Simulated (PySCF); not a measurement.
## O⁷⁺ (oxygen, charge +7) across methods

1s1, 2S determinant. Calculation: PySCF 2.14, in an uncontracted even-tempered set (17 s from 2.2 bohr⁻², ratio 2.2; 7 p from 3.6 bohr⁻², ratio 2.4; 4 d from 11 bohr⁻², ratio 2.4; 3 f from 16 bohr⁻², ratio 2.4; 3 g from 24 bohr⁻², ratio 2.4); scalar relativity by spin-free X2C-1e.

| method | E (hartree) | mean ε 1s α (eV) | Σ⟨r²⟩ (bohr²) | ⟨S²⟩ |
| --- | --- | --- | --- | --- |
| PBE0 | -31.9950 | -833.42 | 0.04708 | 0.750 |
| PBE | -31.9824 | -820.67 | 0.04720 | 0.750 |
| LDA | -31.7194 | -814.91 | 0.04755 | 0.750 |
| M06-2X | -32.0126 | -844.48 | 0.04710 | 0.750 |
| r2SCAN | -32.0278 | -826.46 | 0.04692 | 0.750 |
| UHF | -32.02730 | -871.51 | 0.04674 | 0.750 |
| revPBE | -32.0190 | -821.18 | 0.04714 | 0.750 |

For one electron the Hartree and exchange-correlation energies should cancel; what remains is the self-interaction error.
